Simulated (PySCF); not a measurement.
# Magnetisability and related constants of `C#CC/C(C)=C(/C)C=C`, C9H12

The calculation used GIAO B3LYP/pcSseg-1 magnetisability, rotational g tensor and spin-rotation constants, non-relativistic, gas phase (PySCF). Geometry: GFN2-xTB.

Input:
```
{"job": {"kind": "mag", "xc": "B3LYP", "basis": "pcSseg-1", "isotopologues": 0}, "charge": 0, "multiplicity": 1}
C      2.611296     2.107967    -0.518367
C      1.833450     1.320175    -0.972019
C      0.884579     0.346573    -1.480651
C      0.413828    -0.562844    -0.364161
C      1.130618    -1.880008    -0.270456
C     -0.577033    -0.211998     0.472211
C     -1.103958    -1.150874     1.522630
C     -1.218227     1.096860     0.399185
C     -2.404492     1.399418     0.915979
H      3.294537     2.805051    -0.135083
H      0.043410     0.871348    -1.940219
H      1.373336    -0.244817    -2.259656
H      0.462849    -2.703626    -0.525798
H      1.979251    -1.907364    -0.949597
H      1.505381    -2.053352     0.737880
H     -2.020333    -1.625297     1.170262
H     -1.333162    -0.602498     2.433835
H     -0.391249    -1.933364     1.760852
H     -0.657362     1.875676    -0.099205
H     -2.813170     2.392542     0.834755
H     -3.022470     0.677373     1.421857
```
Coordinates are in Å.

Command: `OMP_NUM_THREADS=1 python excited_run.py task.json out`

(1) What does the run print?

Results:

(1) Atoms count from 0.
```
coarse grid: 17216 points
cycle   1  E = -349.8779859748  dE =  1.072e+00  |g| = 5.615e-01  |ddm| = 4.386e+00
cycle   2  E = -349.8698963805  dE =  8.090e-03  |g| = 5.909e-01  |ddm| = 1.339e+00
cycle   3  E = -349.9604859615  dE = -9.059e-02  |g| = 1.163e-01  |ddm| = 6.850e-01
cycle   4  E = -349.9630132603  dE = -2.527e-03  |g| = 6.237e-02  |ddm| = 1.484e-01
cycle   5  E = -349.9639565275  dE = -9.433e-04  |g| = 1.555e-02  |ddm| = 6.149e-02
cycle   6  E = -349.9640051890  dE = -4.866e-05  |g| = 6.661e-03  |ddm| = 1.682e-02
cycle   7  E = -349.9640156042  dE = -1.042e-05  |g| = 1.595e-03  |ddm| = 6.133e-03
cycle   8  E = -349.9640162279  dE = -6.236e-07  |g| = 2.112e-04  |ddm| = 1.670e-03
final grid: 165336 points
cycle   9  E = -350.0412816301  dE = -6.081e-05  |g| = 7.136e-03  |ddm| = 5.349e-02
cycle  10  E = -350.0412791666  dE =  2.464e-06  |g| = 7.756e-03  |ddm| = 1.495e-02
cycle  11  E = -350.0412947419  dE = -1.558e-05  |g| = 1.174e-03  |ddm| = 8.384e-03
cycle  12  E = -350.0412950351  dE = -2.932e-07  |g| = 4.839e-04  |ddm| = 1.211e-03
cycle  13  E = -350.0412950914  dE = -5.623e-08  |g| = 1.112e-04  |ddm| = 4.749e-04
cycle  14  E = -350.0412950943  dE = -2.999e-09  |g| = 3.152e-05  |ddm| = 1.414e-04
cycle  15  E = -350.0412950945  dE = -1.933e-10  |g| = 1.424e-05  |ddm| = 3.548e-05
converged SCF energy = -350.0412950945

Magnetisability tensor (1e-30 J/T^2)
    -1413.82      -98.61     -141.89
      -98.61    -1383.93      -91.85
     -141.89      -91.85    -1479.46
isotropic -1425.74   principal values   -1657.47  -1330.02  -1289.72
isotropic susceptibility -85.860 1e-6 cm^3/mol

Inertial axes            a          b          c
rot. const./GHz      2.0673     1.2309     0.8768
chi total           -80.198    -80.773    -96.608
chi diamagnetic    -733.812  -1107.509  -1522.446
chi paramagnetic    653.613   1026.736   1425.838
quadrupole/D A       -0.401      1.980     -1.579
g nuclear            0.6183     0.5834     0.5874
g electronic        -0.6348    -0.5937    -0.5873
g total             -0.0165    -0.0103     0.0001

Spin-rotation constants (kHz, H = +C I.J)
atom  isotope        aa         bb         cc
  9     1H       -0.162     -0.105     -0.047
 10     1H       -0.172     -0.059     -0.029
 11     1H       -0.104     -0.068     -0.065
 12     1H       -0.132     -0.065     -0.059
 13     1H        0.035     -0.118     -0.099
 14     1H       -0.218     -0.118      0.020
 15     1H       -0.087     -0.121     -0.042
 16     1H       -0.153     -0.089     -0.037
 17     1H       -0.201     -0.001     -0.076
 18     1H        0.064     -0.016     -0.095
 19     1H       -0.216      0.111     -0.098
 20     1H        0.084     -0.064     -0.102
  0    13C*       0.508      0.306      0.178
  1    13C*       0.568      0.365      0.163
  2    13C*       0.343      0.194      0.153
  3    13C*       0.692      0.551      0.194
  4    13C*       0.333      0.180      0.150
  5    13C*       0.735      0.563      0.171
  6    13C*       0.313      0.192      0.122
  7    13C*       0.844      0.582      0.134
  8    13C*       0.680      0.535      0.120
* in the singly substituted isotopologue
```

It took 83 s wall time on 1 thread of an Arm Neoverse N1, shared host, peak memory 1 GiB.
